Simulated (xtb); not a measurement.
H5O7Si2 (SMILES [O][Si](O)(O)O[Si](O)(O)O), doublet, geometry from GFN2-xTB; xtb 6.7.1 with GFN0-xTB.

xtb was given this input:
```
$ xtb mol.xyz --gfn 0 --chrg 0 --uhf 1 --json

# file mol.xyz
14

O     -1.38566584     0.78660913     1.19374284
Si    -1.44979382    -0.46813140     0.23735113
O     -2.72428454    -0.73770735    -0.72031402
O     -1.04288332    -1.88133176     0.90580808
O     -0.20484634     0.13436120    -0.66872121
Si     1.34533370     0.49601259    -0.26815213
O      1.34062698     1.40711970     1.06276785
O      2.23515150    -0.84507062    -0.08154727
O      1.86220299     1.25294659    -1.59312161
H     -3.07490152    -0.01432190    -1.23243207
H     -1.44040589    -2.67660478     0.55969025
H      0.48367677     1.57776362     1.46573652
H      2.06165158    -1.42767514     0.65418423
H      2.79000916     1.21508668    -1.80488245
```

What the program printed (banner, timings and long lists left out):

```
   ID    Z sym.   atoms
    1    8 O      1, 3-5, 7-9
    2   14 Si     2, 6
    3    1 H      10-14

           -------------------------------------------------
          |                Calculation Setup                |
           -------------------------------------------------

molecular fragmentation (1/2 indicates fragments):
11111111211112
# atoms in fragment 1/2:    12     2
 fragment masses (1/2) :      156.20       17.01
CMA distance (Bohr)    :   5.861
constraining FC (au)   :  0.0500

           -------------------------------------------------
          |                 G F N 0 - x T B                 |
           -------------------------------------------------

          ...................................................
          :                      SETUP                      :
          :.................................................:
          :  # basis functions                  58          :
          :  # atomic orbitals                  56          :
          :  # shells                           30          :
          :  # electrons                        55          :
          :  electronic temp.          300.0000000     K    :
          :  accuracy                    1.0000000          :
          :  -> integral cutoff          0.2500000E+02      :
          :  -> integral neglect         0.1000000E-07      :
          ...................................................

         :::::::::::::::::::::::::::::::::::::::::::::::::::::
         ::                     SUMMARY                     ::
         :::::::::::::::::::::::::::::::::::::::::::::::::::::
         :: total energy             -29.135381814921 Eh    ::
         :: gradient norm              0.020158795692 Eh/a0 ::
         :: HOMO-LUMO gap              6.030699705679 eV    ::
         ::.................................................::
         :: H0 energy                -28.963673896174 Eh    ::
         :: repulsion energy           0.219518850191 Eh    ::
         :: electrostat energy        -0.385912102076 Eh    ::
         :: -> Gsolv                   0.000000000000 Eh    ::
         ::    -> Gsasa                0.000000000000 Eh    ::
         ::    -> Gshift               0.000000000000 Eh    ::
         :: dispersion energy         -0.005314666863 Eh    ::
         :: short-range corr.          0.000000000000 Eh    ::
         :: add. restraining           0.000000000000 Eh    ::
         :: total charge              -0.000000000000 e     ::
         :::::::::::::::::::::::::::::::::::::::::::::::::::::

           -------------------------------------------------
          |                Property Printout                |
           -------------------------------------------------

    * Orbital Energies and Occupations

         #    Occupation            Energy/Eh            Energy/eV
      -------------------------------------------------------------
         1        2.0000           -0.7088061             -19.2876
       ...           ...                  ...                  ...
        16        2.0000           -0.4664231             -12.6920
        17        2.0000           -0.4598166             -12.5122
        18        2.0000           -0.4574607             -12.4481
        19        2.0000           -0.4545309             -12.3684
        20        2.0000           -0.4501526             -12.2493
        21        2.0000           -0.4437019             -12.0737
        22        2.0000           -0.4396369             -11.9631
        23        2.0000           -0.4379078             -11.9161
        24        2.0000           -0.4330530             -11.7840
        25        2.0000           -0.4319448             -11.7538
        26        1.9997           -0.4280291             -11.6473
        27        1.9977           -0.4261609             -11.5964
        28        1.0026           -0.4147188             -11.2851 (HOMO)
        29                         -0.1930946              -5.2544 (LUMO)
        30                         -0.1826784              -4.9709
        31                         -0.1771972              -4.8218
        32                         -0.1721172              -4.6835
        33                         -0.1699281              -4.6240
        34                         -0.1533462              -4.1728
        35                         -0.1347050              -3.6655
        36                         -0.1146553              -3.1199
        37                         -0.1090905              -2.9685
        38                         -0.0914451              -2.4883
        39                         -0.0741919              -2.0189
       ...                                ...                  ...
        56                          0.8627971              23.4779
      -------------------------------------------------------------
                  HL-Gap            0.2216241 Eh            6.0307 eV
             Fermi-level            0.0000000 Eh            0.0000 eV

     #   Z          covCN         q      C6AA      α(0)
     1   8 O        0.771    -0.543    24.714     6.669
     2  14 Si       3.282     1.036   139.253    23.308
     3   8 O        1.576    -0.643    26.073     6.903
     4   8 O        1.576    -0.632    25.807     6.868
     5   8 O        1.538    -0.480    22.403     6.397
     6  14 Si       3.289     1.004   139.365    23.250
     7   8 O        1.575    -0.633    25.827     6.871
     8   8 O        1.576    -0.631    25.779     6.864
     9   8 O        1.576    -0.567    24.255     6.658
    10   1 H        0.812     0.412     0.462     1.067
    11   1 H        0.813     0.407     0.471     1.078
    12   1 H        0.814     0.469     0.375     0.961
    13   1 H        0.811     0.407     0.470     1.077
    14   1 H        0.813     0.393     0.497     1.107

 Mol. C6AA /au·bohr⁶  :       3720.770452
 Mol. C8AA /au·bohr⁸  :     131450.702576
 Mol. α(0) /au        :         99.078082

Wiberg/Mayer (AO) data.
largest (>0.10) Wiberg bond orders for each atom

 ---------------------------------------------------------------------------
     #   Z sym  total        # sym  WBO       # sym  WBO       # sym  WBO
 ---------------------------------------------------------------------------
     1   8 O    1.780 --     2 Si   1.250     5 O    0.348
     2  14 Si   4.386 --     1 O    1.250     3 O    1.115     4 O    1.109
                             5 O    0.895
     3   8 O    2.176 --     2 Si   1.115    10 H    0.976
     4   8 O    2.166 --     2 Si   1.109    11 H    0.977
     5   8 O    2.343 --     6 Si   0.954     2 Si   0.895     1 O    0.348
     6  14 Si   4.267 --     9 O    1.105     8 O    1.093     7 O    1.083
                             5 O    0.954
     7   8 O    2.173 --     6 Si   1.083    12 H    0.958
     8   8 O    2.168 --     6 Si   1.093    13 H    0.976
     9   8 O    2.176 --     6 Si   1.105    14 H    0.974
    10   1 H    0.985 --     3 O    0.976
    11   1 H    0.983 --     4 O    0.977
    12   1 H    1.026 --     7 O    0.958
    13   1 H    0.987 --     8 O    0.976
    14   1 H    0.981 --     9 O    0.974
 ---------------------------------------------------------------------------

Topologies differ in total number of bonds
Writing topology from bond orders to xtbtopo.mol

 dipole moment from electron density (au)
     X       Y       Z
   0.4031  -1.0468  -1.1704  total (Debye):    4.121

           -------------------------------------------------
          | TOTAL ENERGY              -29.135381814921 Eh   |
          | GRADIENT NORM               0.020158795692 Eh/α |
          | HOMO-LUMO GAP               6.030699705679 eV   |
           -------------------------------------------------

normal termination of xtb
```
